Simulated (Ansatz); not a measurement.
Ansatz (an electronic-structure program) input for In(Me)2(PH2) (C₂H₈InP), SMILES [CH3][In]([CH3])[PH2], CAM-B3LYP/def2-SVPD. Geometry: B3LYP-D3(BJ)/def2-SVP. The structure was generated by enumeration; whether it is a known compound was not checked. The def2 effective core potentials stand for the cores of In; spin–orbit coupling is left out. One conformer was computed; it need not be the lowest.

Ansatz 0.2 input:
```yaml
crystal:
  periodic: [false, false, false]
  atoms:
    - {symbol: In, position_ang: [-0.21818878, 0.04646503, -0.17446994]}
    - {symbol: C, position_ang: [-1.80178136, -1.45795325, -0.34079888]}
    - {symbol: H, position_ang: [-1.77906618, -1.89708296, -1.35108516]}
    - {symbol: H, position_ang: [-2.78623803, -0.98624702, -0.19624399]}
    - {symbol: H, position_ang: [-1.67043592, -2.26029764, 0.39878380]}
    - {symbol: C, position_ang: [-0.25643136, 1.95229162, -1.25500464]}
    - {symbol: H, position_ang: [0.59757250, 1.99647319, -1.94907160]}
    - {symbol: H, position_ang: [-0.15634320, 2.78420698, -0.54059245]}
    - {symbol: H, position_ang: [-1.18905809, 2.07426216, -1.82478348]}
    - {symbol: P, position_ang: [1.69747941, -0.35765578, 1.46362225]}
    - {symbol: H, position_ang: [2.69567810, 0.13305066, 0.56392921]}
    - {symbol: H, position_ang: [1.86622638, -1.72234521, 1.06857819]}
basis:
  gaussian:
    orbitals: def2-SVPD
hamiltonian:
  xc: {name: CAM-B3LYP}
```

It prints:

```
WARN ansatz: RAYON_NUM_THREADS=1 ignored (pool sized by the plan → 1); use --threads N
Functional definition: CAM-B3LYP
integrals: 0.12 GiB planned
1479 factors; their error is unknown
integrals: 0.14 GiB planned
645 factors; integrals over basis functions are off by at most 9.3e-6 eV
mean field: 1.10 GiB planned
mean field evaluation 1: about -16653.2618 eV, gradient 5.4e1 eV
mean field evaluation 2: about -16653.1943 eV, gradient 5.3e1 eV
mean field evaluation 4: about -16660.6396 eV, gradient 1.3e0 eV
mean field evaluation 8: about -16660.7382 eV, gradient 2.0e-1 eV
mean field evaluation 16: about -16660.7383 eV, gradient 1.6e-5 eV
mean field -16660.73825547 eV, -612.2708378346 hartree, gradient 1.6e-5 eV, S^2 0.000000; 0 other end points of the search recorded, 0 dependent functions left out
reference -16660.73842385 eV, -612.2708440223 hartree; 28, 28 occupied and 132, 132 virtual orbitals, 1479 factors
Total energy: -16660.73842385 eV, -612.2708440223 hartree
```

The run converged.

Cost: very roughly 5 core-seconds.
